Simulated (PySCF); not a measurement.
**Mayer bond orders and bond lengths**

C6H9N3.
SMILES with atom numbers: `[CH2:1]=[CH:2][c:3]1[n:4][n:5][n:6]([CH3:7])[c:8]1[CH3:9]` (hydrogens: H10, H11 on C1; H12 on C2; H13, H14, H15 on C7; H16, H17, H18 on C9)

Cartesian coordinates in Å at the GFN2-xTB level; atoms count from 1:
```xyz
18
C6H9N3 angstrom
C      3.1753    0.3069    1.1306
C      2.2081   -0.1802    0.3644
C      0.8259    0.2231    0.4837
N      0.3825    1.1094    1.4105
N     -0.8738    1.2733    1.2806
N     -1.3088    0.5136    0.2751
C     -2.6883    0.4904   -0.1039
C     -0.2749   -0.1760   -0.2686
C     -0.4405   -1.1063   -1.4086
H      2.9540    1.0416    1.8850
H      4.1988   -0.0086    1.0248
H      2.4151   -0.9193   -0.3995
H     -3.2141    1.2017    0.5295
H     -3.1100   -0.5065    0.0405
H     -2.8036    0.7773   -1.1509
H      0.5169   -1.5444   -1.6756
H     -0.8390   -0.5806   -2.2772
H     -1.1326   -1.9092   -1.1520
```

Bond orders from the PBE0/pcSseg-1 density (PySCF). Geometry: GFN2-xTB, one conformer, isolated molecule.

Question: Where do the orders between heavy atoms depart from those drawn in the SMILES?

Answer: The largest departure is 0.482, at N6–C8 (drawn aromatic, 1.018), counting aromatic bonds as 1.5. The bonds drawn aromatic range from 1.02 to 1.50.

Question: Give the Mayer order of every bond between heavy atoms, beside its length.

Answer: 
```json
{"bond": "C1–C2", "drawn as": "double", "length (Å)": "1.327", "Mayer order": "1.946"}
{"bond": "C2–C3", "drawn as": "single", "length (Å)": "1.445", "Mayer order": "1.074"}
{"bond": "C3–N4", "drawn as": "aromatic", "length (Å)": "1.357", "Mayer order": "1.340"}
{"bond": "N4–N5", "drawn as": "aromatic", "length (Å)": "1.274", "Mayer order": "1.502"}
{"bond": "N5–N6", "drawn as": "aromatic", "length (Å)": "1.333", "Mayer order": "1.173"}
{"bond": "N6–C7", "drawn as": "single", "length (Å)": "1.431", "Mayer order": "0.917"}
{"bond": "N6–C8", "drawn as": "aromatic", "length (Å)": "1.356", "Mayer order": "1.018"}
{"bond": "C8–C9", "drawn as": "single", "length (Å)": "1.481", "Mayer order": "1.110"}
{"bond": "C8–C3", "drawn as": "aromatic", "length (Å)": "1.392", "Mayer order": "1.336"}
```

Bonds between the same two heavy elements. C–C: lowest C2–C3 (1.074, 1.445 Å), highest C1–C2 (1.946, 1.327 Å); in 1 of the 6 pairs the longer bond (by over 0.003 Å) has the higher order (by 0.02 or more). C–N: lowest N6–C7 (0.917, 1.431 Å), highest C3–N4 (1.340, 1.357 Å). N–N: lowest N5–N6 (1.173, 1.333 Å), highest N4–N5 (1.502, 1.274 Å).

Question: And the bonds to hydrogen?

Answer: C–H: 0.93 to 0.96 (9 bonds).

Question: Sum the orders of all bonds at each heavy atom with more than one neighbour and set the sums beside the valence in the SMILES.

Answer: C1 3.836 (drawn 4), C2 3.983 (drawn 4), C3 3.750 (drawn 4), N4 2.842 (drawn 3), N5 2.675 (drawn 3), N6 3.108 (drawn 3), C7 3.785 (drawn 4), C8 3.464 (drawn 4), C9 3.913 (drawn 4). Orders between atoms that aren't bonded are not in these sums.

The Mayer order sums products of elements of PS (density times overlap matrix) between the two atoms' basis functions, so it depends on the basis set.
